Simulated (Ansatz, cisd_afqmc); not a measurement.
System: ZnH2, charge 0, singlet. ZnH2 (SMILES [ZnH2]).
B3LYP-D3(BJ)/def2-TZVP minimum from Ansatz (an electronic-structure program):
```xyz
3

Zn     0.0000     0.0000     0.0000
H      0.0000     0.0000    -1.5440
H      0.0000     0.0000     1.5440
```

Total energies in cc-pwCVTZ-DK, 22 correlated electrons, 5 frozen orbitals. Open shells are spin-unrestricted; no spin-orbit coupling. The -DK rows use spin-free X2C, correlate 3s3p of the metal (1s2s2p frozen) and give its partners the cc-pVXZ-DK valence sets. AFQMC is phaseless with a CISD trial state; ± is one standard error, without the phaseless bias. Outlying blocks are dropped, and bars are widened where a walk drifts. Over all cases where full CI ran beside it in this data, AFQMC minus full CI had a median of +0.1 mEh and passed +0.4 mEh in a tenth of the cases.

```json
[
 {"method": "HF", "program": "Ansatz", "energy (Eh)": "-1795.39878", "minus AFQMC/CISD (mEh)": "971.4 ± 0.6"},
 {"method": "MP2", "program": "Ansatz", "energy (Eh)": "-1796.43956", "minus AFQMC/CISD (mEh)": "-69.4 ± 0.6"},
 {"method": "CCSD", "program": "Ansatz", "energy (Eh)": "-1796.34792", "minus AFQMC/CISD (mEh)": "22.3 ± 0.6"},
 {"method": "CCSD(T)", "program": "Ansatz", "energy (Eh)": "-1796.37201", "minus AFQMC/CISD (mEh)": "-1.8 ± 0.6"},
 {"method": "AFQMC/CISD", "program": "cisd_afqmc", "energy (Eh)": "-1796.3702 ± 0.0006", "minus AFQMC/CISD (mEh)": "0.0"}
]
```
